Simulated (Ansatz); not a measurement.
Interaction energy ladder

The pair of H2 (SMILES [H][H], atoms 1–2) and CH3F (SMILES CF, atoms 3–7), both closed shells, in one local arrangement (a lower one may exist), relaxed at PBE0-D4/def2-TZVP:

```
7
angstrom
H 0.1876 -0.2759 -2.7214
H 0.5373 -0.0640 -2.0962
C -0.1984 0.0513 0.9906
F 0.9870 0.4214 0.3938
H 0.0056 -0.7154 1.7411
H -0.8722 -0.3446 0.2275
H -0.6466 0.9272 1.4646
```

Computed with Ansatz 0.2.0 (basis: def2-TZVPPD, with def2-QZVPPD for the basis limit); correlated methods freeze the cores. B3LYP uses VWN-RPA correlation. Extrapolation: Hartree–Fock as exp(−7.88 √X), correlation as X^−2.97. Interaction energies count from these two fragments, frozen as in the pair, with the counterpoise correction; negative means bound.

(1) What is the interaction energy by CCSD(T) at an estimated basis limit (MP2 extrapolated from triple and quadruple zeta, plus CCSD(T) − MP2 in triple zeta)? (An estimate is asked for; the value comes from the calculation.)

(2) Which atoms make the shortest contact between the fragments?

T1 diagnostic: at most 0.011.

## Answers

(1) By the calculation: -2.5 kJ/mol. Hartree–Fock alone gives 0.1 kJ/mol at the basis limit, so without correlation the pair would not bind at this distance. It counts from the two fragments frozen as in the pair.

The same quantity by other methods in triple zeta, and each one's difference from that estimate:
```
   method  E_int (kJ/mol)  difference
   PBE-D4            -3.2        -0.7
revPBE-D4            -2.2         0.2
  BLYP-D4            -1.7         0.8
r2SCAN-D4            -1.9         0.6
   B97M-V            -2.5         0.0
  PBE0-D4            -2.8        -0.3
 B3LYP-D4            -2.1         0.3
 HSE06-D4            -2.8        -0.3
  wB97X-V            -2.6        -0.1
  wB97M-V            -2.3         0.2
   B2PLYP            -1.3         1.1
       HF             0.1         2.6
      MP2            -2.0         0.5
     CCSD            -1.9         0.6
  CCSD(T)            -2.2         0.3
```
Differences are method less estimate.

(2) H2 and F4, 2.58 Å apart.

Basis-set superposition shift (counterpoise-corrected less uncorrected): CCSD(T) 0.5; MP2 0.5; HF 0.1; PBE0-D4 0.1; wB97M-V 0.1 kJ/mol.

For scale, one of the runs: CCSD(T)/def2-TZVPPD, 162 basis functions (an equivalent command: `ansatz run in.yaml --threads 2`). The run took 30 s on 2 CPU threads (shared host), with 1.3 GiB of host memory at its peak.
